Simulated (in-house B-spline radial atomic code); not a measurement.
A calculation on the beryllium ion Be⁺: its settings, and results tabulated from the run. Method: scalar-relativistic (X2C) CAM-B3LYP, spin-polarised, spherical fractional occupations, exact exchange averaged over the configuration, Fermi nucleus of rms radius 2.519 fm. Calculated with a B-spline radial code for spherical atoms.

Command:
```bash
python run_scf.py task.json out
```
Settings (nuclear radius in fm, mass in u):
```
Z                4
configuration    [He] 2s1
hamiltonian      x2c
method           camb3lyp
spin_polarised   True
nucleus          fermi
rms_radius       2.519
atomic_mass      9.01218
speed_of_light   137.035999084
exact_exchange   averaged over the configuration
```

Output (hartree, bohr):
```
 radial grid: 71 intervals, B-splines of order 8, outer radius 23.5294 bohr

 iter        energy (Eh)    residual
    1         -14.046050    1.30e-01
    2         -14.315261    1.35e-02
    3         -14.317612    6.14e-03
    4         -14.318102    2.79e-03
    5         -14.318233    2.57e-04
    6         -14.318234    5.32e-05
    7         -14.318234    3.36e-06
    8         -14.318234    7.59e-08

 total energy                       -14.31823
 kinetic                              14.2783
 electron-nucleus                    -31.8965
 Hartree                               5.8401
 exact exchange                       -0.7063
 exchange-correlation                 -1.8338

 orbital      occ     eigenvalue          <r>       <r^2>       <1/r>     <1/r^2>     <1/r^3>       r_max
 1s up      1.000        -4.5853     0.418329    0.238323     3.67817      27.933           -      0.2655
 1s down    1.000        -4.5641       0.4197    0.239935     3.66791     27.7974           -      0.2661
 2s up      1.000        -0.6147      2.24748     5.93866    0.630851     1.65971           -        1.85
```

Cost of the run: 0.31 s on 1 thread of Intel(R) Xeon(R) Platinum 8375C CPU @ 2.90GHz, on a shared host.
